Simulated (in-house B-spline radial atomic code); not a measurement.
## Excitations of Ar XVII (Ar16+) by several methods

Full response, energies in eV; labels give the largest channel, * marks a mixed state, a dash one above the method's threshold, and an imaginary frequency an unstable closed-shell reference. Computed with a B-spline radial code for spherical atoms: linear response of the closed shell 1s2 with each method's own kernel (bare exchange for TDHF, static screening on G0W0 levels for BSE, the adiabatic kernel for functionals); non-relativistic, point nucleus, no spin-orbit coupling, no double excitations, S, P, D and F terms only.

```
         method  1s → 2s 3S  1s → 2p 3P  1s → 2s 1S  α (bohr³)
           TDHF           ?           ?           ?          ?
            PBE     3054.42     3075.79     3073.69  9.403e-05
B3LYP (VWN-RPA)     3033.82     3061.97     3071.62  9.381e-05
       LDA VWN5     3047.35     3068.61     3065.69  9.463e-05
      CAM-B3LYP           ?           ?           ?          ?
          HSE06     3064.96     3085.41     3084.49  9.376e-05
```

What does TDHF give?

1s → 2s 3S: 3094.82; 1s → 2p 3P: 3112.81; 1s → 2s 1S: 3115.27; α: 9.298e-05 (eV, bohr³).

What does CAM-B3LYP give?

1s → 2s 3S: 3034.44; 1s → 2p 3P: 3062.65; 1s → 2s 1S: 3072.24; α: 9.376e-05 (eV, bohr³).
